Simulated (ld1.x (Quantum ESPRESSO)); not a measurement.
**Before and after: TM potential for Ge (Z = 32)**

germanium, norm-conserving Troullier–Martins (Kleinman–Bylander form), made with ld1.x (Quantum ESPRESSO) 7.5 (PW91, scalar-relativistic). Core [Ar], reference 3d10 4s2 4p2. Waves: 4p (bound): rc 2.05 bohr; 3d (bound): rc 1.10 bohr; 4s (bound): rc 1.80 bohr. Local part: the s channel. Core correction: none.

Change: all radii scaled by about 0.77 (s 1.38, p 1.58, d 0.84 bohr).

Cutoffs: the cutoffs (Ry, on a coarse ladder) from which the occupation-weighted sum of valence levels, in a spherical-Bessel basis at the reference potential, stays within 10 and 1 mRy of its value at 400 Ry; they do not see the model core or the augmentation charge, which bear on the density cutoff. Errors are all-electron minus pseudo energies relative to the spin-unpolarised reference configuration.

Q: Predict the effect on cutoff, ghosts and configuration errors.

A: A bound ghost appears in p, which as a rule spoils a file; the errors of the 7 common tests hardly move.

| quantity | base | changed |
| --- | --- | --- |
| cutoff, loose | 230 Ry | 300 Ry |
| cutoff, tight | over 300 Ry | over 300 Ry |
| loose cutoff by channel (10 mRy a level) | p 6 Ry, d 200 Ry, s 15 Ry | p 6 Ry, d 300 Ry, s 30 Ry |
| bound ghosts | none | p |
| error for 3d10 4s2 4p1, meV [ΔE 7.50 eV] | -0.8 | -0.8 |
| error for 3d10 4s2 4p0, meV [ΔE 23.03 eV] | -0.2 | +0.5 |
| error for 3d10 4s1 4p0, meV [ΔE 57.93 eV] | +21 | +21 |
| error for 3d10 4s2 4p1.5, meV [ΔE 2.83 eV] | -0.4 | -0.4 |
| error for 3d9 4s2 4p2, meV [ΔE 38.78 eV] | -737 | -825 |
| error for 3d9 4s2 4p3, meV [ΔE 29.67 eV] | -798 | -884 |
| error for 3d10 4s0 4p0, meV [ΔE 104.36 eV] | +122 | +119 |

 A true bound ghost makes a file unfit for plane-wave use even where its test errors are small: the radial tests pick states by their node count and pass the ghost by.
